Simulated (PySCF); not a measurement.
Löwdin shares of the frontier orbitals

Species: C₅H₄F₄.
Atom-mapped SMILES: `[F:1]/[CH:2]=[CH:3]/[CH2:4][C:5]([F:6])=[C:7]([F:8])[F:9]` (hydrogens: H10 on C2; H11 on C3; H12, H13 on C4)

Structure used (GFN2-xTB), in Å, numbered top down from 1:
```xyz
13
C5H4F4 angstrom
F     -2.971    0.883    1.238
C     -1.981    0.780    0.343
C     -1.241   -0.308    0.252
C     -0.121   -0.451   -0.737
C      1.182   -0.632   -0.020
F      1.364   -1.833    0.558
C      2.126    0.291    0.109
F      2.023    1.501   -0.432
F      3.276    0.157    0.750
H     -1.889    1.667   -0.267
H     -1.416   -1.140    0.918
H     -0.062    0.427   -1.380
H     -0.293   -1.341   -1.350
```

Computed with TDDFT PBE0/def2-SVPD, vertical, gas phase, core orbitals frozen in the response (PySCF 2.14.0, density-fitted response routines).

Frontier orbitals with the atoms that hold most of them (Löwdin shares over 4%, at most four atoms; ? is withheld):

```json
{"orbital": "LUMO+2", "ε (eV)": "0.53", "atoms": "C7 19%, C2 14%, F8 12%, C4 9%"}
{"orbital": "LUMO+1", "ε (eV)": "0.49", "atoms": "C7 31%, C5 25%, F9 10%, F6 9%"}
{"orbital": "LUMO", "ε (eV)": "-0.27", "atoms": "?"}
{"orbital": "HOMO", "ε (eV)": "?", "atoms": "C5 26%, C7 23%, F6 10%, C3 9%"}
{"orbital": "HOMO-1", "ε (eV)": "-7.94", "atoms": "?"}
{"orbital": "HOMO-2", "ε (eV)": "-10.87", "atoms": "F1 31%, C2 18%, C3 16%, H10 10%"}
{"orbital": "HOMO-3", "ε (eV)": "-11.47", "atoms": "F6 32%, C4 18%, F1 18%, H12 8%"}
```

Q: Which atoms hold the LUMO, and with what shares?

A: C2 (bonded to C, F and H) 27%; C3 (bonded to 2 C and H) 24%; C5 (bonded to 2 C and F) 8%; C7 (bonded to C and 2 F) 8%.

Q: Which atoms hold the HOMO-1, and with what shares?

A: C3 (bonded to 2 C and H) 29%; C2 (bonded to C, F and H) 24%; F1 (bonded to C) 12%; C4 (bonded to 2 C and 2 H) 9%. By element: carbon 61% or more, fluorine 12% or more.

Q: What is the HOMO energy, and the HOMO–LUMO gap?

A: ε(HOMO) = -7.49 eV; the gap is 7.22 eV (0.2652 hartree).

Q: How does S1 compare with the orbital gap of 7.22 eV?

A: S1 is at 6.16 eV (f = 0.047), 1.06 eV below the gap, made of HOMO→LUMO (75%), HOMO→LUMO+1 (12%). Without the coupling terms of the response equations the lowest excitation would equal the gap.

Next come S2 at 6.78 eV (f 0.0085), HOMO→LUMO+2 (51%), HOMO→LUMO+1 (38%); S3 at 6.87 eV (f 0.142), HOMO-1→LUMO (44%), HOMO→LUMO+2 (19%), HOMO→LUMO (10%); S4 at 7.16 eV (f 0.041), HOMO→LUMO+4 (24%), HOMO-1→LUMO (17%), HOMO→LUMO+6 (17%); S5 at 7.34 eV (f 0.086), HOMO-1→LUMO+1 (58%), HOMO-1→LUMO (12%), HOMO→LUMO+4 (8%).

Löwdin shares depend on the basis, the more so with diffuse functions.

One conformer stands for the species.
